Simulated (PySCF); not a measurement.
From one molecule to another.

First species: C₅H₁₄N₂Si.
SMILES: `[SiH3]NN1CCCCC1`

Second species: C6H9NO2.
Numbering: `[CH2:1]=[CH:2][O:3]/[CH:4]=[CH:5]/[NH:6][C:7]([CH3:8])=[O:9]` (hydrogens: H10, H11 on C1; H12 on C2; H13 on C4; H14 on C5; H15 on N6; H16, H17, H18 on C8)

Levels: PBE0/pcSseg-1 for HOMO energy, LUMO energy and HOMO–LUMO gap. Geometries: GFN2-xTB. Each structure is a single optimised conformer of the isolated species, non-relativistic unless stated; the electronic structure was computed with PySCF and density fitting.

Dipoles, sizes and rotational constants follow the conformer. The torsions of the flexible species, by atom-mapped SMILES:
- `[CH2:1]=[CH:2][O:3]/[CH:4]=[CH:5]/[NH:6][C:7]([CH3:8])=[O:9]`: C1–C2–O3–C4 -179°, C2–O3–C4–C5 -179°, C4–C5–N6–C7 -179°, C5–N6–C7–C8 180°

The conformers of `[SiH3]NN1CCCCC1` aren't listed.

| property | column X | column Y |
| --- | --- | --- |
| HOMO energy | -6.58 eV | -5.88 eV |
| LUMO energy | 0.82 eV | -0.06 eV |
| HOMO–LUMO gap | 7.40 eV | 5.82 eV |

Question: Which column belongs to which species?

Answer: Column X is the first species and column Y the second. The first has 22 atoms and 72 electrons, the second 18 and 68.

Question: How does each property change from the first species to the second?

Answer: HOMO energy +0.70 eV; LUMO energy -0.88 eV; HOMO–LUMO gap -1.58 eV.

